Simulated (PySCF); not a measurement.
A GIAO shielding run with PySCF (density fitting, non-relativistic, gas phase) on SMILES O([SiH2]CCC#CC)CC, C7H14OSi:

```
$ OMP_NUM_THREADS=1 python probes_run.py task.json out

{"job": {"kind": "nmr", "xc": "PBE0", "basis": "pcSseg-1"}, "charge": 0, "multiplicity": 1}
C     -5.191989     0.995781    -0.651662
C     -3.944147     0.361813    -0.278402
C     -2.921678    -0.177207     0.038738
C     -1.652900    -0.783383     0.396400
C     -0.481726    -0.056958    -0.264994
Si     1.170478    -0.821950     0.240068
O      2.247006     0.116147    -0.522180
C      3.640989     0.024417    -0.525444
C      4.248008     0.470101     0.796809
H     -5.011799     1.750939    -1.416710
H     -5.886901     0.254128    -1.045762
H     -5.643414     1.476441     0.216335
H     -1.539914    -0.756127     1.484076
H     -1.657773    -1.833297     0.090120
H     -0.516465     0.997234     0.015693
H     -0.609789    -0.092139    -1.348213
H      1.336268    -0.806095     1.701803
H      1.295477    -2.222174    -0.194029
H      3.994269     0.669785    -1.337267
H      3.942666    -1.007026    -0.744222
H      5.332487     0.458587     0.731203
H      3.930897    -0.196591     1.594327
H      3.915197     1.477494     1.033389
```

Hardware: 1 thread of an Arm Neoverse N1, shared host. The job also computes population analyses, field gradients.

Problem. How large is the calculation?

Solution. 78 electrons, 230 basis functions and 1211 auxiliary functions.

Problem. How long does it take, and how much memory does it need?

Solution. 98 s of wall time, with 14 SCF cycles and 4 response iterations; peak memory 1 GiB. Times on a shared host scatter by some tens of per cent.
